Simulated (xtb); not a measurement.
C$_{2}$H$_{2}$Cl (SMILES C=[C]Cl), doublet, at a GFN2-xTB geometry; xtb 6.7.1 with GFN0-xTB.

xtb was given this input:
```
$ xtb mol.xyz --gfn 0 --uhf 1 --grad --json

# file mol.xyz
5

C      0.10210539     0.67520826     0.00485216
C      1.34731481     1.04507097     0.01187153
Cl    -0.73486159    -0.75123729    -0.00767688
H      2.19266263     0.35806744     0.01041576
H      1.60346329     2.09129104     0.01974902
```

**Question.** What does xtb print? Leave out banner, timings and long lists.

**Answer.** 
```
   ID    Z sym.   atoms
    1    6 C      1, 2
    2   17 Cl     3
    3    1 H      4, 5

           -------------------------------------------------
          |                Calculation Setup                |
           -------------------------------------------------

           -------------------------------------------------
          |                 G F N 0 - x T B                 |
           -------------------------------------------------

          ...................................................
          :                      SETUP                      :
          :.................................................:
          :  # basis functions                  22          :
          :  # atomic orbitals                  21          :
          :  # shells                           11          :
          :  # electrons                        17          :
          :  electronic temp.          300.0000000     K    :
          :  accuracy                    1.0000000          :
          :  -> integral cutoff          0.2500000E+02      :
          :  -> integral neglect         0.1000000E-07      :
          ...................................................

         :::::::::::::::::::::::::::::::::::::::::::::::::::::
         ::                     SUMMARY                     ::
         :::::::::::::::::::::::::::::::::::::::::::::::::::::
         :: total energy              -9.517508007651 Eh    ::
         :: gradient norm              0.019450150397 Eh/a0 ::
         :: HOMO-LUMO gap              3.031855346623 eV    ::
         ::.................................................::
         :: H0 energy                 -9.611686540995 Eh    ::
         :: repulsion energy           0.108657118595 Eh    ::
         :: electrostat energy        -0.013653674584 Eh    ::
         :: -> Gsolv                   0.000000000000 Eh    ::
         ::    -> Gsasa                0.000000000000 Eh    ::
         ::    -> Gshift               0.000000000000 Eh    ::
         :: dispersion energy         -0.000824910667 Eh    ::
         :: short-range corr.          0.000000000000 Eh    ::
         :: add. restraining           0.000000000000 Eh    ::
         :: total charge              -0.000000000000 e     ::
         :::::::::::::::::::::::::::::::::::::::::::::::::::::

           -------------------------------------------------
          |                Property Printout                |
           -------------------------------------------------

    * Orbital Energies and Occupations

         #    Occupation            Energy/Eh            Energy/eV
      -------------------------------------------------------------
         1        2.0000           -0.9710275             -26.4230
         2        2.0000           -0.6404321             -17.4270
         3        2.0000           -0.5891123             -16.0306
         4        2.0000           -0.5433417             -14.7851
         5        2.0000           -0.5150374             -14.0149
         6        2.0000           -0.4859648             -13.2238
         7        2.0000           -0.4642911             -12.6340
         8        2.0000           -0.4189198             -11.3994
         9        1.0000           -0.3554330              -9.6718 (HOMO)
        10                         -0.2440144              -6.6400 (LUMO)
        11                         -0.1934298              -5.2635
        12                         -0.1310625              -3.5664
        13                         -0.0924002              -2.5143
        14                         -0.0647556              -1.7621
        15                         -0.0644724              -1.7544
        16                         -0.0444494              -1.2095
        17                         -0.0224297              -0.6103
        18                          0.2115315               5.7561
        19                          0.2552743               6.9464
        20                          0.4118618              11.2073
        21                          0.6240981              16.9826
      -------------------------------------------------------------
                  HL-Gap            0.1114186 Eh            3.0319 eV
             Fermi-level            0.0000000 Eh            0.0000 eV

     #   Z          covCN         q      C6AA      α(0)
     1   6 C        1.874     0.092    29.321     8.736
     2   6 C        2.853    -0.289    37.942    10.064
     3  17 Cl       0.915    -0.154   101.953    15.435
     4   1 H        0.925     0.179     1.210     1.721
     5   1 H        0.926     0.171     1.255     1.752

 Mol. C6AA /au·bohr⁶  :        570.559567
 Mol. C8AA /au·bohr⁸  :      18267.293817
 Mol. α(0) /au        :         37.707248

Wiberg/Mayer (AO) data.
largest (>0.10) Wiberg bond orders for each atom

 ---------------------------------------------------------------------------
     #   Z sym  total        # sym  WBO       # sym  WBO       # sym  WBO
 ---------------------------------------------------------------------------
     1   6 C    3.372 --     2 C    1.929     3 Cl   1.391
     2   6 C    3.965 --     1 C    1.929     5 H    0.959     4 H    0.931
                             3 Cl   0.145
     3  17 Cl   1.582 --     1 C    1.391     2 C    0.145
     4   1 H    0.984 --     2 C    0.931
     5   1 H    1.003 --     2 C    0.959
 ---------------------------------------------------------------------------

Topologies differ in total number of bonds
Writing topology from bond orders to xtbtopo.mol

 dipole moment from electron density (au)
     X       Y       Z
  -0.1954  -0.4753  -0.0039  total (Debye):    1.306

           -------------------------------------------------
          | TOTAL ENERGY               -9.517508007651 Eh   |
          | GRADIENT NORM               0.019450150397 Eh/α |
          | HOMO-LUMO GAP               3.031855346623 eV   |
           -------------------------------------------------

normal termination of xtb
```
